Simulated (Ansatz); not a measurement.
Compare A (`O[Si]1([O][AlH2])CN1`) with its isomer B (`O=CO[SiH2][NH][AlH2]`).

Calculated with Ansatz (gas phase, PBE0-D4/def2-TZVP geometries, no zero-point term in ΔE). CBS: MP2 limit from def2 TZ/QZ plus the TZ coupled-cluster correction, frozen cores. DFT in def2-TZVPP. B3LYP here is the variant with VWN-RPA as its local correlation; programs differ in this. Each species was taken in one conformer, which may not be the lowest.

A:

```xyz
12

O     2.1581   -0.8741    0.3484
Si    0.6712   -0.2138    0.2235
O     0.0147   -0.6579   -1.1829
Al   -1.3612   -0.3612   -2.1389
C    -0.2307    0.2601    1.7177
N     0.3602    1.3369    0.7937
H     2.4056   -1.4814   -0.3507
H    -2.7541   -0.1445   -1.4302
H    -1.1442   -0.3944   -3.7012
H    -1.3107    0.3267    1.8344
H     0.2782    0.1365    2.6744
H     0.9128    2.0672    1.2118
```

B:

Z-matrix (Å, degrees):
```
Si
N 1 1.704
O 1 1.706 2 113.0
H 1 1.478 2 108.9 3 -113.5
H 1 1.480 2 113.6 3 120.8
Al 2 1.787 1 129.6 3 107.8
H 2 1.014 1 113.0 3 -70.4
C 3 1.324 1 117.6 2 61.0
H 6 1.580 2 117.4 1 0.7
H 6 1.581 2 117.7 1 -179.6
O 8 1.201 3 124.5 1 -2.3
H 8 1.100 3 111.7 1 177.8
```

(1) Which is lower in electronic energy at CCSD(T)/CBS, and by how much? (Best estimate.)

(2) Give E(B) − E(A) in kcal/mol with PBE-D4, CCSD(T)/def2-TZVPP, PBE0-D4, B2PLYP, HF/def2-TZVPP, MP2/def2-TZVPP, B3LYP-D4. (Estimate.)

Largest T1 diagnostic: 0.015.

Answers

(1) Computed: A, by 14.0 kcal/mol.

(2) The calculation gave: PBE-D4 9.3, CCSD(T)/def2-TZVPP 11.4, PBE0-D4 12.0, B2PLYP 10.5, HF/def2-TZVPP 7.0, MP2/def2-TZVPP 14.0, B3LYP-D4 9.4. None reverses the order clearly.

From PBE to PBE0 (25 % exact exchange), in def2-TZVPP and without D4, E(B) − E(A) moves by +2.8 kcal/mol. In def2-TZVPP, CCSD(T) changes the Hartree–Fock value by +4.4 kcal/mol (the triples alone add −0.8 kcal/mol) and MP2 by +7.0 kcal/mol.
